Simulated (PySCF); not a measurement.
A structure optimised at PBE-D3(BJ)/def2-TZVP, used in a PySCF frequency run:

```xyz
8

C     -1.2066    -0.1772     0.2156
C      0.2050     0.2090     0.4312
O      1.0465    -0.0826    -0.6241
H     -1.7890    -0.0166     1.1330
H     -1.6919     0.4037    -0.5964
H     -1.2882    -1.2402    -0.0639
H      0.4736     1.0672     1.0550
H      1.9336     0.2556    -0.4163
```
Charge 0, spin multiplicity 2.

Question: Write its SMILES and formula.

Answer: C[CH]O, C₂H₅O

Question: What are its rotational constants (standard atomic weights)?

Answer: 45.847, 9.3984, 8.2423 GHz
